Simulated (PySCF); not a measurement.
## Static response to an electric field

Species: cyclo-(SbH)5.
Cartesian coordinates in Å at the PBE0-D3(BJ)/def2-SVP level; atoms count from 1:
```xyz
10
Sb5H5 angstrom
Sb    -0.8516   -2.0983   -0.1673
Sb     1.8222   -1.4111   -0.8345
Sb     2.0001    1.1772    0.3479
Sb    -0.6635    2.1476    0.2884
Sb    -1.7699    0.2343   -1.4953
H     -0.7982   -1.3389    1.3712
H      2.3805   -2.1331    0.6227
H      2.3092    1.8914   -1.1857
H     -1.0462    1.2308    1.6889
H     -3.2580    0.2235   -0.6320
```

Level: CAM-B3LYP/def2-SVPD (PySCF), static field, nuclei fixed, core orbitals frozen in the response. The polarisability tensor in these axes (au):

```
x   263.60  -3.14  13.13
y    -3.14 265.44  15.76
z    13.13  15.76 183.78
```

**Question.** What are the eigenvalues, a third of the trace, and Δα (Δα² = ½Σ(αi − αj)² over the three pairs)?

**Answer.** Principal values 178.70, 265.58 and 268.54 au; mean 237.61 au = 35.21 Å³ = 39.18 × 10⁻⁴⁰ C²·m²/J; Δα = 88.39 au (37 % of the mean).

**Question.** What is the dipole moment, and where does it point?

**Answer.** (-0.19, -0.11, -0.06) D, 0.23 D in size, pointing from the negative to the positive side. Measured along this direction, the outermost atoms are H8 at the negative end and H10 at the positive end.

**Question.** Give the principal axes and the span of the nuclei along them.

**Answer.** Largest value along (-0.23, 0.96, 0.14), where the nuclei span 4.78 Å; middle along (0.96, 0.20, 0.19), 5.58 Å; least along (-0.16, -0.18, 0.97), 3.56 Å. The strongest response doesn't lie along the longest of the three spans.

**Question.** Orientational against electronic polarisability at 298 K (dilute gas, rigid molecules)?

**Answer.** In Gaussian units μ²/3kT = 0.43 Å³ against 35.21 Å³, a ratio of 0.01; the Debye molar polarisation (4π/3)N_A(α + μ²/3kT) is 89.9 cm³/mol, leaving out the vibrational part.

**Question.** What depolarisation ratio follows for Rayleigh scattering of linearly polarised light, taking the static tensor?

**Answer.** ρ = 3Δα²/(45ᾱ² + 4Δα²) = 23440.8/(2540571 + 31254.4) = 0.00911.

**Question.** What would n − 1 = 2πNα be for an ideal gas of these molecules at 350 K and 1 atm, electronic part alone?

**Answer.** N = p/kT = 2.0968 × 10¹⁹ cm⁻³, so n − 1 = 2π × N × 35.21 × 10⁻²⁴ cm³ = 4639 × 10⁻⁶ at long wavelengths, for an ideal gas.

**Question.** Find the Langevin capture rate constant for NH4+ (18.034 u) meeting this molecule (609.558 u), k = 2.342 × 10⁻⁹ cm³/s × √(α in Å³ / reduced mass in u).

**Answer.** The reduced mass is 17.52 u, so k = 3.32 × 10⁻⁹ cm³/s.

Isolated species at its PBE0-D3(BJ)/def2-SVP geometry (one conformer only). Atoms past krypton carry effective core potentials; spin–orbit coupling is left out.
